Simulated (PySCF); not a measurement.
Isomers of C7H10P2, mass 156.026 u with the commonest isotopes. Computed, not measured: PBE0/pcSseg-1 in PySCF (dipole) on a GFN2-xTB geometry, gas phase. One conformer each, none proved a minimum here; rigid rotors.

Question: Order these by rotational constant A, smallest first.
A. `[CH3:1][CH2:2][c:3]1[p:4][cH:5][cH:6][p:7][c:8]1[CH3:9]` with C1–C2–C3–P4 87°
B. `[CH3:1][CH:2]([CH3:3])[c:4]1[cH:5][p:6][cH:7][cH:8][p:9]1` with C1–C2–C4–C5 -61°
C. `[CH3:1][c:2]1[cH:3][cH:4][cH:5][c:6]([PH:7][PH2:8])[cH:9]1` with C5–C6–P7–P8 -95°, C6–P7–P8–H 81° and 173°
D. `[CH3:1][CH2:2][c:3]1[cH:4][cH:5][p:6][c:7]([CH3:8])[p:9]1` with C1–C2–C3–C4 -85°

Answer: A (1607 MHz), B (1887 MHz), D (2049 MHz), C (2160 MHz).

Question: Order these by out-of-plane moment Σ m c² = (Ia + Ib − Ic)/2, smallest first.
A. `[CH3:1][c:2]1[cH:3][cH:4][cH:5][c:6]([PH:7][PH2:8])[cH:9]1` with C5–C6–P7–P8 -95°, C6–P7–P8–H 81° and 173°
B. `[CH3:1][CH:2]([CH3:3])[c:4]1[cH:5][p:6][cH:7][cH:8][p:9]1` with C1–C2–C4–C5 -61°
C. `[CH3:1][CH2:2][c:3]1[p:4][cH:5][cH:6][p:7][c:8]1[CH3:9]` with C1–C2–C3–P4 87°
D. `[CH3:1][CH2:2][c:3]1[cH:4][cH:5][p:6][c:7]([CH3:8])[p:9]1` with C1–C2–C3–C4 -85°

Answer: D (25.40 u·Å²), C (25.84 u·Å²), B (54.23 u·Å²), A (72.31 u·Å²).

Question: Order these by radius of gyration √(Σ m r²/M), largest first.
A. `[CH3:1][CH2:2][c:3]1[p:4][cH:5][cH:6][p:7][c:8]1[CH3:9]` with C1–C2–C3–P4 87°
B. `[CH3:1][c:2]1[cH:3][cH:4][cH:5][c:6]([PH:7][PH2:8])[cH:9]1` with C5–C6–P7–P8 -95°, C6–P7–P8–H 81° and 173°
C. `[CH3:1][CH2:2][c:3]1[cH:4][cH:5][p:6][c:7]([CH3:8])[p:9]1` with C1–C2–C3–C4 -85°

Answer: B (2.416 Å), C (2.262 Å), A (2.173 Å).

```csv
SMILES,point group,Ia (u·Å²),Ib (u·Å²),Ic (u·Å²),κ,μa (D),μb (D),μc (D)
Cc1cccc(PP)c1,C1,233.94,749.05,838.37,-0.91,1.08,0.20,0.18
CCc1ccpc(C)p1,C1,246.59,577.04,772.82,-0.68,1.28,0.49,0.09
CCc1pccpc1C,C1,314.44,448.32,711.09,-0.07,0.94,0.52,0.01
CC(C)c1cpccp1,–,267.84,570.40,729.79,-0.68,0.72,0.01,0.01
```
